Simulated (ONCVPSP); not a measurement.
**What the settings do to the ONCV potential of Cr (Z = 24)**

Base potential:

ONCVPSP 4.0.1 input, shortened (lines: element, Z, core and valence counts, functional; n l f; lmax; l rc ep ncon nbas qcut; lloc lpopt rc5 dvloc0; l nproj debl; icmod fcfact rcfact), PBE, non-relativistic:

```
  Cr 24.00    4    3        4      upf
    1    0    2.00
    2    0    2.00
    2    1    6.00
    3    0    2.00
    3    1    6.00
    3    2    5.00
    4    0    0.50
    2
    0    2.45    0.00    4    8    2.70
    1    1.05    0.00    5    8    7.20
    2    1.55    0.00    4    9   10.00
    4    5    0.80    1.00
    0    2    0.90
    1    2    3.90
    2    2    2.70
    0    0.00    0.00
```

Cutoffs, loose and tight: the cutoffs (Ha) at which the residual kinetic energy of the hardest occupied pseudo-wave falls to 1 and 0.1 mHa per electron. They do not see the model core or the augmentation charge, which bear on the density cutoff. Test errors are all-electron minus pseudo excitation energies from the reference, over the configurations 3p6 3d5 4s1; 3p6 3d5 4s0; 3p6 3d4 4s0; 3p6 3d4 4s1 4p1. A dash means not determined; rows that change the core or the reference have their own tests.

A true bound ghost makes a file unfit for plane-wave use even where its test errors are small: the radial tests pick states by their node count and pass the ghost by.

| change | outcome | cutoff, loose | cutoff, tight | bound ghosts | GHOST(+) flags above zero | largest test error (meV) |
| --- | --- | --- | --- | --- | --- | --- |
| base | generated | 60 Ha | 156 Ha | s | none | +30 |
| s: rc 1.8 | failed: optimize: ERROR ps0norm > uunorm, code will stop | – | – | – | – | – |
| s: rc 2.06 | failed: optimize: ERROR ps0norm > uunorm, code will stop | – | – | – | – | – |
| s: rc 2.56 | generated | 60 Ha | 156 Ha | s | none | +29 |
| s: rc 2.9 | generated | 60 Ha | 156 Ha | s | none | +22 |
| s: rc 3.1 | generated | 60 Ha | 156 Ha | s | none | +15 |
| s: rc 3.52 | generated | 60 Ha | 156 Ha | s | none | +17 |

Reading the sweep of the s radius (base included, trends over the rows without a ghost): Bound ghosts are found at 2.45, 2.56, 2.9, 3.1, 3.52 bohr. Every judged row has one, so this setting neither creates nor removes them. The generation fails at 1.8, 2.06 bohr.
